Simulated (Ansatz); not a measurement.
The same path of AlF2H2N + H2 (8 atoms, charge 0, multiplicity 1) was run 3 times with different band settings. Lost on the way: H7–H8. Made: Al1–H7, N2–H8.

Method: RKS B3LYP-D4/def2-SVP in Ansatz.

Relaxed end points:

```xyz
8
Properties=species:S:1:pos:R:3
Al -0.012 -0.015 0.401
N 0.029 -0.368 2.123
H -0.785 -0.635 2.667
H 0.871 -0.438 2.685
F 1.390 0.238 -0.452
F -1.433 -0.127 -0.448
H -0.210 2.315 0.307
H -0.266 2.153 1.052
```

```xyz
8
Properties=species:S:1:pos:R:3
Al -0.064 0.568 0.003
N -0.050 0.307 2.031
H -0.813 -0.328 2.281
H 0.832 -0.142 2.293
F 1.442 -0.125 -0.291
F -1.381 -0.433 -0.311
H -0.232 2.117 -0.256
H -0.150 1.160 2.586
```

Common settings: movable images 7; climbing image yes; spring 5.0 eV/Å²; optimiser quadratic models (default); iteration limit 60; end points relaxed.

| run | start path | force threshold |
| --- | --- | --- |
| 1 | through a guess of the saddle point | 0.05 eV/Å |
| 2 | through a guess of the saddle point | 0.5 eV/Å |
| 3 | straight line | 0.05 eV/Å |

Question: What does each run give, and how far can it be trusted?

Answer: Run 1: converged after 10 iterations, highest image 0.673 eV above the first end. A vibrational analysis at the climbing image gives one clearly imaginary mode, 1185i cm⁻¹: a first-order saddle point.
Run 2: converged after 9 iterations, highest image 0.673 eV above the first end. The threshold of 0.5 eV/Å is loose, so the images may lie well off the minimum-energy path. Another band between the same ends (7 images) ends at a top of the same energy, where a vibrational analysis finds 1 clearly imaginary mode.
Run 3: converged after 12 iterations, highest image 0.673 eV above the first end. Another band between the same ends (7 images) ends at a top of the same energy, where a vibrational analysis finds 1 clearly imaginary mode.
The orbitals stay closed-shell, which can raise the energy where a bond breaks towards radicals; this wasn't checked here.
